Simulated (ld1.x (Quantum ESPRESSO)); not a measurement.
chlorine (Cl): excitation energies, all-electron against TM

Cl, norm-conserving Troullier–Martins (Kleinman–Bylander form), made with ld1.x (Quantum ESPRESSO) 7.5 (PBEsol, scalar-relativistic). Core [Ne], reference 3s2 3p5. Waves: 3s (bound): rc 1.05 bohr; 3p (bound): rc 1.45 bohr; 3d channel at 0.05 Ry: rc 1.40 bohr. Local part: all-electron potential smoothed inside 1.05 bohr (lloc = -1). Core correction: Bessel-smoothed model core inside 0.55 bohr.

Energies are relative to the spin-unpolarised reference configuration 3s2 3p5; without spin polarisation the order of configurations can differ from experiment.

```
valence configuration  charge  ΔE all-electron (eV)  error AE − PS (meV)
              3s2 3p4      +1                13.835                 +5.3
              3s1 3p5      +1                26.505                 +6.8
            3s2 3p5.3    -0.3                -2.128                 +0.5
              3s2 3p1      +4               129.682                 +330
              3s1 3p6       0                12.114                 -1.4
```

(1) What are ΔE and the potential's error for 3s2 3p3?

(2) What are ΔE and the potential's error for 3s2 3p2?

## Answers

(1) ΔE = 39.233 eV all-electron; the error (AE − PS) is +38 meV.

(2) ΔE = 77.488 eV all-electron; the error (AE − PS) is +132 meV.
